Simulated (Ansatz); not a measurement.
Calculated with Ansatz (gas phase, PBE0-D4/def2-TZVP geometries, no zero-point term in ΔE). CCSD(T)/CBS is the MP2 limit (def2-TZVPP, def2-QZVPP) plus CCSD(T) − MP2 in def2-TZVPP, frozen cores. DFT in def2-TZVPP. For Ge outer-core shells are correlated without core-valence functions, which leaves a few kJ/mol of doubt a bond. Scalar relativity is left out up to krypton. One conformer a species, not always the lowest.

`[CH3][GeH3]` + `COCF` → `[CH3][GeH2][CH3]` + `OCF`  (formal exchange of groups at a Ge–H bond)

Q: Is it downhill or uphill in electronic energy at CCSD(T)/CBS, and by how much? (Estimate.)

A: Computed: Downhill: ΔE = -73.8 kJ/mol.

Q: What do these levels give: BLYP-D4, B97M-V, r2SCAN0-D4, PBE, revPBE, CCSD/def2-TZVPP? (Estimate.)

A: Computed: BLYP-D4 -63.5, B97M-V -63.4, r2SCAN0-D4 -70.7, PBE -67.5, revPBE -69.0, CCSD/def2-TZVPP -71.8 kJ/mol.

Q: What do rigid-rotor, harmonic-oscillator terms from PBE0-D4/def2-TZVP frequencies (298.15 K, 1 bar) make of the CCSD(T)/CBS value? (Estimate.)

A: The calculation gave: ΔZPE = +2.9 kJ/mol, ΔH = -70.0 kJ/mol, ΔS = 10 J/(mol·K), ΔG = -72.9 kJ/mol.

Largest T1 diagnostic among the species: 0.011.

In def2-TZVPP, CCSD(T) changes the Hartree–Fock value by −12.8 kJ/mol (the triples alone add −0.5 kJ/mol) and MP2 by −20.3 kJ/mol. At CCSD(T), def2-SVP lies +20.6 kJ/mol from the extrapolated value and def2-TZVPP +1.5 kJ/mol. Leaving LDA and LC-ωPBE aside and taking each functional with its dispersion term where it has one, the values, not all of them listed here, spread over 10.8 kJ/mol, from PBE-QIDH to CAM-B3LYP-D4. LDA lies +4.9 kJ/mol from PBE without D4.
